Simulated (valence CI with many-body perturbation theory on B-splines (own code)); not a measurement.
# Ba25+: what the settings do

Calculated by relativistic CI+MBPT: three valence electrons over a frozen Dirac-Fock core [Ar] 3d10, a basis of 6 s, 6 p, 5 d, 3 f, 1 g functions for each j, with the one-electron correlation potential Σ1, the two-electron term Σ2, the three-electron term Σ3, Breit, model QED; selected CI, second order for the rest (own B-spline code, finite nucleus).

No measured spectrum was set against this ion. As an estimate, levels hold to about 250 cm⁻¹ or 0.2 % of their energy and the worst to 1 %, as in measured heavy ions of charge 2 to 7; those with d or f electrons hold less well.

The reference run has the lowest level (4s^2 4p1/2) J=1/2 and an ionisation energy of 848.331 eV. Its largest variational space holds 2800 state functions.

Levels are named by their leading jj configuration (3d3/2^4 stands for four electrons in 3d with j = 3/2), which in mixed levels can hold well under half, so a name can repeat and another be missing. Letters in brackets count levels of one name in rising energy.

| Level | Reference (cm⁻¹) | Shift (cm⁻¹) |
| --- | --- | --- |
| (4s^2 4p3/2) J=3/2 | 171874 | +3.6 |
| (4s 4p1/2^2) J=1/2 | 434334 | -39 |
| (4s 4p1/2 4p3/2) J=3/2 [a] | 553456 | -61 |
| (4s 4p1/2 4p3/2) J=5/2 | 591817 | -39 |
| (4s 4p1/2 4p3/2) J=3/2 [b] | 653556 | +16 |
| (4s 4p1/2 4p3/2) J=1/2 | 683392 | +108 |
| (4s 4p3/2^2) J=5/2 | 752970 | -31 |
| (4s 4p3/2^2) J=1/2 | 855546 | +62 |
| (4s 4p3/2^2) J=3/2 | 861740 | +124 |
| (4s^2 4d3/2) J=3/2 | 970788 | +115 |
| (4s^2 4d5/2) J=5/2 | 1001180 | +110 |
| (4p1/2^2 4p3/2) J=3/2 | 1110870 | +57 |

The ionisation energy moves by +0.021 eV.

Problem. Which of these changes was made?
A. scale of Σ2 1 → 3
B. hole-hole ladder in Σ2 on → off; Davidson tolerance 2e-05 → 0.001
C. lowest core n in screening and Σ2 1 → 3
D. hole-hole ladder in Σ2 on → off; Breit term on → off

Solution. C. lowest core n in screening and Σ2 1 → 3.
